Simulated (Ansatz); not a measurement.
Two isomers of CH3GeNS: A = `S=[C]1[NH][GeH2]1`, B = `N#C[S][GeH3]`.

Computed with Ansatz on PBE0-D4/def2-TZVP structures; ΔE is electronic, products minus reactants. CCSD(T)/CBS adds triple-zeta CCSD(T) − MP2 to the extrapolated MP2 energy (def2 sets, frozen cores). Functionals use def2-TZVPP. B3LYP here is the variant with VWN-RPA as its local correlation; programs differ in this. For Ge outer-core shells are correlated without core-valence functions, which leaves a few kJ/mol of doubt a bond. Scalar relativity is left out up to krypton.

A:

Z-matrix (Å, degrees):
```
Ge
C 1 1.979
N 1 1.885 2 39.8
H 1 1.535 2 122.7 3 -85.6
H 1 1.535 2 122.7 3 85.6
S 2 1.608 1 152.3 3 -180.0
H 3 1.014 1 159.1 2 180.0
```

B:

```xyz
7

N    -1.177    0.280    2.511
C    -0.929   -0.392    1.603
S    -0.583   -1.391    0.298
Ge    0.514    0.168   -0.918
H     1.721    0.633   -0.101
H    -0.465    1.304   -1.215
H     0.919   -0.602   -2.178
```

(1) Which is lower in electronic energy at CCSD(T)/CBS, and by how much? (An estimate is asked.)

(2) Give E(B) − E(A) in kcal/mol with BLYP-D4, LDA (SPW92), B3LYP, B3LYP-D4, PBE0-D4, PBE-D4, CCSD(T)/def2-SVP. (An estimate is asked.)

(3) Does the order hold for the free energy at 298.15 K (harmonic terms from PBE0-D4)? (An estimate is asked.)

Largest T1 diagnostic: 0.017.

## Answers

(1) Computed: B, by 30.3 kcal/mol.

(2) Ansatz gave: BLYP-D4 -26.0, LDA (SPW92) -13.9, B3LYP -28.1, B3LYP-D4 -28.0, PBE0-D4 -24.6, PBE-D4 -21.5, CCSD(T)/def2-SVP -34.3. None reverses the order clearly.

(3) Ansatz gave: Yes: G(B) − G(A) = -32.9 kcal/mol.

At CCSD(T), def2-SVP lies −4.0 kcal/mol from the extrapolated value and def2-TZVPP −2.4 kcal/mol. From r2SCAN to r2SCAN0 (25 % exact exchange), in def2-TZVPP and without D4, E(B) − E(A) moves by −2.0 kcal/mol.
